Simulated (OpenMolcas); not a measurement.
# Si2+: effect of the basis set

- Program: OpenMolcas 26.06
- Method: CASSCF
- Active space: 2 electrons in 4 orbitals (3s 3p)
- State averaging: 2S+1 = 3 even, 3 roots; 2S+1 = 1 even, 7 roots; 2S+1 = 3 odd, 3 roots; 2S+1 = 1 odd, 3 roots
- Spin-orbit coupling: RASSI with atomic mean-field integrals over the reference wave functions, term energies averaged over their components

A. ANO-RCC-VDZP [4s3p1d], DKH2, point nucleus; cost of the order of 14 core-seconds
B. ANO-RCC-VTZP [5s4p2d1f], DKH2, point nucleus; cost roughly 8 core-seconds
C. ANO-L-VTZP [5s4p2d1f], non-relativistic, point nucleus; cost about 13 core-seconds
D. ANO-R2 [5s4p3d1f], X2C, finite nucleus; cost about 8 core-seconds
E. ANO-RCC-VQZP [6s5p3d2f1g], DKH2, point nucleus; cost about 9 core-seconds
F. ANO-R3 [6s5p4d2f1g], X2C, finite nucleus; cost roughly 13 core-seconds

Energies in cm⁻¹ above 3s² ¹S₀, the measured ground level; measured values from NIST levels in Kelleher and Podobedova, J. Phys. Chem. Ref. Data 37, 1285 (2008).

| Level | A | B | C | D | E | F | Measured |
| --- | --- | --- | --- | --- | --- | --- | --- |
| 3s² ¹S₀ | 0.0 | 0.0 | 0.0 | 0.0 | 0.0 | 0.0 | 0.0 |
| 3s 3p ³P°₀ | 51670 | 51662 | 51208 | 51644 | 51613 | 51650 | 52725 |
| 3s 3p ³P°₁ | 51776 | 51770 | 51315 | 51753 | 51722 | 51759 | 52853 |
| 3s 3p ³P°₂ | 51989 | 51985 | 51531 | 51974 | 51941 | 51980 | 53115 |
| 3s 3p ¹P°₁ | 92947 | 92693 | 92229 | 92645 | 92594 | 92634 | 82884 |
| 3p² ³P₀ | 129336 | 129455 | 128476 | 129437 | 129413 | 129442 | 129708 |
| 3p² ³P₁ | 129441 | 129562 | 128582 | 129547 | 129522 | 129553 | 129842 |
| 3p² ³P₂ | 129646 | 129768 | 128788 | 129761 | 129732 | 129766 | 130101 |
| 3p² ¹D₂ | 140611 | 140725 | 139737 | 140630 | 140633 | 140634 | 122215 |
| 3p² ¹S₀ | 165303 | 165368 | 164424 | 165124 | 165158 | 165124 | 153444 |

Deviations, from unrounded energies. A percentage is the sum of absolute deviations over the sum of measured energies, with the sign that they share, or ± where signs differ.

```
           Against measurement  Levels     A     B     C     D     E     F
mean absolute deviation (cm-1)       9  5000  4900  5100  4900  4900  4900
      other configurations (%)       9  ±4.9  ±4.9  ±5.1  ±4.9  ±4.9  ±4.9
```

A, B, D, E, F lie about equally close to measurement and C furthest from it. The largest miss of F in the table is 3p² ¹D₂, by +18000 cm-1. The ranking rests on the paired levels alone, and a cruder setting can come out closer through cancelling errors.

Among A to F the level of the table that moves most is 3p² ¹D₂, by 990 cm-1 (lowest in C, highest in B).

The ¹D term of p² mixes with s d, which this space lacks. Measured partners are found by configuration, term and J. A level has none where our copy of the source lacks it or the pairing is in doubt (some pairs that miss far off the trend of their configuration count as doubtful), and it then counts in no deviation. Levels of configurations outside the active space are missing.

° marks odd parity.
